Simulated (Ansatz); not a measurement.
Input file for C$_{3}$H$_{8}$OSi (`CC1(O)C[SiH2]1`):

```yaml
crystal:
  periodic: [false, false, false]
  atoms:
    - {symbol: C, position_ang: [-1.482594, 0.347744, 0.084534]}
    - {symbol: C, position_ang: [-0.127465, -0.288329, 0.228926]}
    - {symbol: O, position_ang: [-0.124413, -1.454047, 1.016556]}
    - {symbol: C, position_ang: [0.673616, -0.496444, -1.053199]}
    - {symbol: Si, position_ang: [1.458561, 0.717824, 0.111389]}
    - {symbol: H, position_ang: [-1.879996, 0.656366, 1.055341]}
    - {symbol: H, position_ang: [-2.183810, -0.363880, -0.365739]}
    - {symbol: H, position_ang: [-1.438161, 1.236059, -0.550162]}
    - {symbol: H, position_ang: [-0.274602, -1.197790, 1.930511]}
    - {symbol: H, position_ang: [0.209406, -0.160105, -1.975171]}
    - {symbol: H, position_ang: [1.134167, -1.476628, -1.130755]}
    - {symbol: H, position_ang: [2.645961, 0.283318, 0.876518]}
    - {symbol: H, position_ang: [1.409934, 2.161215, -0.213949]}
basis:
  gaussian: {orbitals: def2-SVP}
correlation: {method: ccsd_t}
```

```sh
$ ansatz run in.yaml --threads 4 --pin off --events-out ev --progress --plain
```

The program prints (abridged):

```
Functional definition: HF
1147 factors; integrals over basis functions are off by at most 1.4e-3 eV
mean field evaluation 1: about -13105.6139 eV, gradient 3.7e1 eV
mean field evaluation 2: about -13105.6181 eV, gradient 3.7e1 eV
mean field evaluation 4: about -13109.2419 eV, gradient 4.1e0 eV
mean field evaluation 8: about -13109.2959 eV, gradient 1.3e-4 eV
mean field -13109.29592097 eV, -481.7577392957 hartree, gradient 1.9e-6 eV, S^2 0.000000; 0 other end points of the search recorded, 0 dependent functions left out
9 core orbitals not correlated: weight in the atoms' cores, before any rotation towards them, 1.000 or more for the frozen orbitals, at most 0.000 for the correlated occupied ones
reference -13109.29592097 eV, -481.7577392957 hartree; 15, 15 occupied and 90, 90 virtual orbitals, 1147 factors
second order -19.33566307 eV of doubles, -0.00000000 eV of singles
cycle   1  -20.19722294 eV  change   -8.6e-1 eV  update   9.8e-2
cycle   2  -20.74125213 eV  change   -5.4e-1 eV  update   2.9e-2
cycle   3  -20.84831539 eV  change   -1.1e-1 eV  update   1.4e-2
cycle   4  -20.84584862 eV  change    2.5e-3 eV  update   3.7e-3
cycle   5  -20.84548555 eV  change    3.6e-4 eV  update   1.8e-3
cycle   6  -20.84556497 eV  change   -7.9e-5 eV  update   5.9e-4
cycle   7  -20.84520456 eV  change    3.6e-4 eV  update   2.4e-4
cycle   8  -20.84514932 eV  change    5.5e-5 eV  update   7.5e-5
cycle   9  -20.84516506 eV  change   -1.6e-5 eV  update   2.6e-5
perturbative correction -0.64272298 eV, -0.0236196339 hartree
Total energy: -13130.78380901 eV, -482.5474046163 hartree
```

Hardware: 4 threads of a server CPU on a shared host. Wall time 3.7 s, peak host memory 0.65 GiB.

Correlation energy per correlated electron: -0.716 eV. T1 diagnostic: 0.0109.
